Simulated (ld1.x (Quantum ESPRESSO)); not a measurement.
Configuration tests for bismuth (Bi) (ultrasoft)

Bi, ultrasoft, made with ld1.x (Quantum ESPRESSO) 7.5 (PBE, scalar-relativistic). Core [Xe] 4f14, reference 5d10 6s2 6p3. Waves: 6s (bound): rcut 1.55, rcutus 2.10 bohr; 6s channel at -0.55 Ry: rcut 1.55, rcutus 2.10 bohr; 6p (bound): rcut 2.45, rcutus 3.10 bohr; 6p channel at 0.7 Ry: rcut 2.45, rcutus 3.10 bohr; 5d (bound): rcut 0.95, rcutus 1.15 bohr; 5d channel at -1.55 Ry: rcut 0.95, rcutus 1.15 bohr. Local part: all-electron potential smoothed inside 1.90 bohr (lloc = -1). Core correction: a·sin(br)/r model core inside 0.75 bohr. Augmentation charge: built from norm-conserving waves at rcut, not smoothed further.

Energies are relative to the spin-unpolarised reference configuration 5d10 6s2 6p3; without spin polarisation the order of configurations can differ from experiment. Not all tests gave a result: test run stopped at test 6 of 7 (negative rho). The frozen-core shift is the all-electron ΔE with the core orbitals held at their reference shape minus the fully relaxed ΔE.

```csv
valence configuration,charge,ΔE all-electron (eV),error AE − PS (meV),frozen-core shift (meV)
5d10 6s2 6p2,+1,7.913,-3.3,+3.3
5d10 6s2 6p0,+3,46.502,-43,+23
5d10 6s0 6p5,0,20.501,-35,+5.9
5d10 6s1 6p4,0,10.082,-9.3,+2.2
```

**Question.** What are ΔE and the potential's error for 5d10 6s2 6p1?

**Answer.** ΔE = 23.160 eV all-electron; the error (AE − PS) is -15 meV.

Levels in the configuration 5d10 6s0 6p5:

```tsv
level	all-electron (eV)	pseudo (eV)
5d	-30.230	-30.396
6p	-5.866	-5.861
```
